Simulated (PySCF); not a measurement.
Atom-mapped SMILES (the numbers label the heavy atoms): `[CH3:1]/[N:2]=[CH:3]/[C@@H:4]1[CH2:5][CH2:6][S@:7]1=[O:8]` (H(Xn): hydrogen on atom n). Ha(C5), Ha(C6) are cis to C3 on the ring; Hb(C5), Hb(C6) are trans to C3 on the ring.

Geometry: GFN2-xTB; GIAO absolute shieldings from PySCF 2.14.0 with density-fitted response routines, gas phase, non-relativistic, averaged over equivalent atoms.

At PBE0/STO-3G (53 basis functions, 5 s wall time on 1 thread of an Arm Neoverse V1, shared host):
```json
{"atoms": "C3", "σ (ppm)": "114.4"}
{"atoms": "C4", "σ (ppm)": "181.5"}
{"atoms": "C1", "σ (ppm)": "191.7"}
{"atoms": "C6", "σ (ppm)": "195.4"}
{"atoms": "C5", "σ (ppm)": "209.0"}
{"atoms": "N2", "σ (ppm)": "28.8"}
{"atoms": "S7", "σ (ppm)": "513.8"}
{"atoms": "O8", "σ (ppm)": "161.4"}
{"atoms": "H(C3)", "σ (ppm)": "26.10"}
{"atoms": "H(C1)", "σ (ppm)": "29.95"}
{"atoms": "H(C4)", "σ (ppm)": "30.20"}
{"atoms": "Ha(C5)", "σ (ppm)": "30.22"}
{"atoms": "Hb(C6)", "σ (ppm)": "31.09"}
{"atoms": "Ha(C6)", "σ (ppm)": "31.10"}
{"atoms": "Hb(C5)", "σ (ppm)": "31.38"}
```

**Question.** What do these become at PBE0/pcSseg-0?

**Answer.** 
```tsv
atoms	σ at PBE0/pcSseg-0	change
C3	25.5	-88.9
C4	116.8	-64.7
C1	141.5	-50.2
C6	141.2	-54.2
C5	180.1	-28.9
N2	-132.6	-161.4
S7	141.4	-372.4
O8	115.4	-46.0
H(C3)	25.17	-0.93
H(C1)	29.11	-0.84
H(C4)	30.21	+0.01
Ha(C5)	29.52	-0.70
Hb(C6)	30.90	-0.19
Ha(C6)	29.90	-1.20
Hb(C5)	30.86	-0.52
```

The largest change is at S7 (sulfoxide sulfur). Cost: 94 basis functions, 15 s wall time on 1 thread of an Arm Neoverse V1, shared host. The order of the carbon signals changes between the two levels.
